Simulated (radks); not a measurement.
Problem. The mean radii <r> (bohr) of the occupied orbitals of an atom or ion are listed with their occupations. All-electron calculation, non-relativistic Kohn-Sham, LB94 model potential, spin-polarised, spherical densities, point nucleus. Program: a radial shooting solver on a logarithmic mesh with Libxc functionals.

| orbital | occ. | <r> |
|---|---|---|
| 1s down | 1 | 0.1754 |
| 1s up | 1 | 0.1755 |
| 2s up | 1 | 0.9611 |
| 2s down | 1 | 0.9768 |
| 2p up | 3 | 0.9609 |
| 2p down | 1 | 0.9832 |

Name the element and its charge. Open shells, if any, are filled with parallel spins first.

Solution. Z = 9, fluorine, charge +1: F+ in [He] 2s2 2p4. The 1s radius gives Z: for a bare nucleus <r> = 1.5/Z, 0.1667 bohr for Z = 9, and screening makes it slightly larger (0.1754 here). The occupations add up to 8, and the charge is Z minus that.
